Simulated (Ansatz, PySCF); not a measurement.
Gas-phase reaction (SMILES): BrBBr + N (NH3) -> NB(Br)Br + [H][H] (H2); ammonia cleaves one B-H bond, a model of a ligand-exchange step.

Structures are relaxed separately at B3LYP-D3(BJ)/def2-TZVP in Ansatz (a first-principles code), one conformer each, not searched for the lowest. Valence correlation only, unless marked. No spin-orbit coupling. The frozen core is the preceding noble-gas configuration, with the filled d and f shells of earlier blocks. No relativistic terms. Basis-set limits of correlation are two-point, X^-3; Hartree-Fock from the larger set. Thermal terms are rigid-rotor harmonic-oscillator values from B3LYP-D3(BJ) frequencies (Ansatz or PySCF) at 298.15 K and 1 atm. 1 Eh = 627.5095 kcal/mol.

```json
[
 {"species": "BrBBr", "E, CCSD(T)/CBS(aug-cc-pVTZ,aug-cc-pVQZ) (Ansatz) (Eh)": "-5170.81651", "E, wB97X-V/def2-TZVPD (Ansatz) (Eh)": "-5173.35204", "H - E (Eh)": "0.01851"},
 {"species": "N (NH3)", "E, CCSD(T)/CBS(aug-cc-pVTZ,aug-cc-pVQZ) (Ansatz) (Eh)": "-56.50411", "E, wB97X-V/def2-TZVPD (Ansatz) (Eh)": "-56.56167", "H - E (Eh)": "0.03799"},
 {"species": "NB(Br)Br", "E, CCSD(T)/CBS(aug-cc-pVTZ,aug-cc-pVQZ) (Ansatz) (Eh)": "-5226.18682", "E, wB97X-V/def2-TZVPD (Ansatz) (Eh)": "-5228.78182", "H - E (Eh)": "0.03873"},
 {"species": "[H][H] (H2)", "E, CCSD(T)/CBS(aug-cc-pVTZ,aug-cc-pVQZ) (Ansatz) (Eh)": "-1.17444", "E, wB97X-V/def2-TZVPD (Ansatz) (Eh)": "-1.17238", "H - E (Eh)": "0.01336"}
]
```

Task: Work out ΔE and ΔH at 298.15 K at the first level, then ΔH at the second.

Result: 
1. ΔE = [(-5226.18682) + (-1.17444)] - [(-5170.81651) + (-56.50411)] = -0.04064 Eh = -25.5 kcal/mol at CCSD(T)/CBS(aug-cc-pVTZ,aug-cc-pVQZ).
2. The terms H - E add up to -0.00441 Eh, so ΔH = (-0.04064 + (-0.00441))×627.5095 = -28.3 kcal/mol.
3. At wB97X-V/def2-TZVPD the same steps give ΔE = -25.4 and ΔH = -28.2 kcal/mol, a shift of +0.1 from the first level.
4. These values are not checked against measurement here, since the tables used lack a sound gas-phase enthalpy of formation for at least one species.
